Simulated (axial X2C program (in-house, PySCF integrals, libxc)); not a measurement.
Worked dissociation energy of ZrS⁺: PBEsol, spin-free

Computed with an in-house all-electron X2C program for linear molecules (integrals from PySCF). Spin-free means the one-electron spin-free X2C Hamiltonian. Basis: Zr dyall-cv3z [11s12p9d6f3g], S dyall-av3z [9s8p3d2f] (cores contracted in-house); Gaussian nuclei, density fitting, unrestricted open shells. Masses: Zr 89.905 u, S 31.972 u.

Molecular state: M_S = 1/2, Λ = 2 (beyond evenly filled blocks: δ+α).

```
E(Zr+) (2M_S = 3, M_L = 0) : -3595.554464 hartree
E(S) (2M_S = 2, M_L = 0)   : -398.401537 hartree
E(ZrS⁺) at Re              : -3994.178807 hartree
ωe                         : 563.9 cm⁻¹
ωexe                       : 1.35 cm⁻¹
```

Question: Work out De and D0.

Answer: De = -3595.554464 + (-398.401537) − (-3994.178807) = 0.22281 hartree = 6.063 eV. The zero-point energy is ωe/2 − ωexe/4 = 282 cm⁻¹ = 0.035 eV, so D0 = 6.028 eV.

The state is one determinant whose occupation by symmetry is held fixed; it was picked as the lowest of a PBE0 search that is not exhaustive. Dissociation energies refer to the lowest single-determinant-based atoms at the same level and basis. Other states lie close and PBE0, whose exact exchange favours high spin, may order them wrongly; the determinant shown need not be the ground state. The nearest other spin-free determinant of the search, M_S = 1/2, Λ = 0, lies 0.19 eV up at the distance of the search. The functionals have no current-density term, which raises determinants with orbital currents, atoms included. At some level and bond length an empty orbital lies below a filled one. The determinant is spin-polarised beyond a pure state at some levels (its spin-free form has ⟨S²⟩ too high), which makes Re and μ there less reliable.

Each atomic determinant is the lowest at this level and need not be a pure term. Totals compare only within one Hamiltonian and basis.
